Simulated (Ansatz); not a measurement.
Cost and result for the atomization energy of C4H2F8 (`FC(F)C(F)(F)C(F)C(F)(F)F`) (14 atoms, 13 bonds).

```json
{"atom": "F1", "x (Å)": "0.848", "y (Å)": "-1.890", "z (Å)": "0.819"}
{"atom": "C2", "x (Å)": "1.185", "y (Å)": "-1.157", "z (Å)": "-0.264"}
{"atom": "F3", "x (Å)": "2.490", "y (Å)": "-1.336", "z (Å)": "-0.514"}
{"atom": "C4", "x (Å)": "0.948", "y (Å)": "0.329", "z (Å)": "0.050"}
{"atom": "F5", "x (Å)": "1.177", "y (Å)": "1.028", "z (Å)": "-1.077"}
{"atom": "F6", "x (Å)": "1.848", "y (Å)": "0.719", "z (Å)": "0.972"}
{"atom": "C7", "x (Å)": "-0.436", "y (Å)": "0.666", "z (Å)": "0.621"}
{"atom": "F8", "x (Å)": "-0.467", "y (Å)": "2.000", "z (Å)": "0.882"}
{"atom": "C9", "x (Å)": "-1.627", "y (Å)": "0.341", "z (Å)": "-0.281"}
{"atom": "F10", "x (Å)": "-1.578", "y (Å)": "0.977", "z (Å)": "-1.443"}
{"atom": "F11", "x (Å)": "-2.754", "y (Å)": "0.683", "z (Å)": "0.334"}
{"atom": "F12", "x (Å)": "-1.673", "y (Å)": "-0.975", "z (Å)": "-0.525"}
{"atom": "H13", "x (Å)": "0.604", "y (Å)": "-1.492", "z (Å)": "-1.126"}
{"atom": "H14", "x (Å)": "-0.566", "y (Å)": "0.107", "z (Å)": "1.552"}
```

Total charge 0; spin multiplicity 1. The geometry is a stationary point of PBE0-D4/def2-TZVP. It is one conformer, not always the lowest. Program: Ansatz. All runs use 4 threads of an AMD EPYC 7R13 on a shared host and a share of an NVIDIA H100 80 GB. Times are those of one run each, without the atoms' runs, and a repeat can differ threefold. Electronic energies, without spin–orbit coupling; frozen cores. CCSD(T)/CBS adds CCSD(T) − MP2 in def2-TZVPP to the MP2 limit, and its time is that of the two runs behind it. T1 = 0.012. B3LYP takes the VWN-RPA correlation (the form of Gaussian; ORCA's B3LYP/G).

CCSD(T)/CBS is a level of theory with its own doubt, some kJ/mol a heavy atom from the limit and from the frozen cores, so smaller differences don't rank the functionals.

```tsv
level	functions	wall time	atomization (kJ/mol)	difference from CCSD(T)/CBS	per bond
BLYP-D4/def2-TZVPP	400	2.8 s	5842.3	33.1	2.5
PBE-D4/def2-TZVPP (with forces)	400	3.1 s	6118.0	308.8	23.8
CAM-B3LYP-D4/def2-TZVPP	400	3.2 s	5863.0	53.8	4.1
r2SCANh-D4/def2-TZVPP	400	3.5 s	5790.6	-18.6	-1.4
BHLYP-D4/def2-TZVPP	400	3.5 s	5443.1	-366.1	-28.2
PBE-QIDH/def2-TZVPP	400	3.8 s	5788.7	-20.5	-1.6
B3LYP-D4/def2-TZVPP (with forces)	400	3.8 s	5763.6	-45.6	-3.5
B97M-V/def2-TZVPP	400	3.9 s	5817.6	8.4	0.7
r2SCAN-D4/def2-TZVPP (with forces)	400	3.9 s	5874.4	65.2	5.0
CCSD(T)/def2-SVP	178	4.2 s	5546.8	-262.4	-20.2
MP2/def2-QZVPP	744	6 s	6025.5	216.3	16.6
CCSD(T)/def2-TZVPP	400	41 s	5643.3	-165.9	-12.8
CCSD(T)/CBS(def2)	–	47 s	5809.2	0.0	0.0
```

In def2-TZVPP, CCSD(T) changes the Hartree–Fock value by +1719.5 kJ/mol (the triples alone add +134.9 kJ/mol) and MP2 by +2004.2 kJ/mol; breaking electron pairs costs correlation energy, which Hartree–Fock lacks. From BLYP to BHLYP (50 % exact exchange), in def2-TZVPP and without D4, the atomization energy moves by −360.7 kJ/mol: exact exchange takes away binding that semilocal exchange gives to molecules. The D4 term adds +53.3 kJ/mol with B3LYP and +28.5 kJ/mol with PBE0; it sums over pairs of atoms, weighted by their polarisabilities, and B3LYP, whose exchange is more repulsive, gets the larger term.
